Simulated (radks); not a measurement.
Values are calculated unless marked as measured or tabulated.
The boron ion B2+ inside a hard spherical wall (all orbitals vanish at R), configuration held at [He] 2s1 and not refilled when levels cross. Level of theory: scalar-relativistic Kohn-Sham, r2SCAN, spin-polarised, spherical densities, finite nucleus; open shells are filled with parallel spins first; meta-GGA in the generalised Kohn-Sham scheme; Fermi nuclear charge, rms radius 2.406 fm (a radial shooting solver on a logarithmic mesh with Libxc functionals). Eigenvalues in eV for spin up, with the zero of energy where the potential of the charges vanishes at infinity; a dash marks a level that is unbound or too diffuse for the functional's potential to be trusted. A positive occupied level is held by the wall or, in an anion where self-interaction has pushed it up, behind a barrier. The pressure on the wall is -dE/dV.

R (bohr)  E (hartree)  kinetic (hartree)    e(1s)    e(2s)  e(2p, empty)  e(3s, empty)  pressure (GPa)
free        -23.43218             23.399  -214.35  -32.919       -26.027             -               0
20          -23.43218             23.399  -214.35  -32.919       -26.027             -        < 0.0001
15          -23.43218             23.399  -214.35  -32.919       -26.027             -        < 0.0001
12          -23.43218             23.399  -214.35  -32.919       -26.027             -        < 0.0001
5           -23.43136             23.408  -214.30  -32.877       -25.963        -3.901           0.193
3           -23.34696             23.859  -212.29  -29.978       -22.934        32.211            47.4
2           -22.71376             25.824  -206.32  -11.086        -8.028        137.76             922
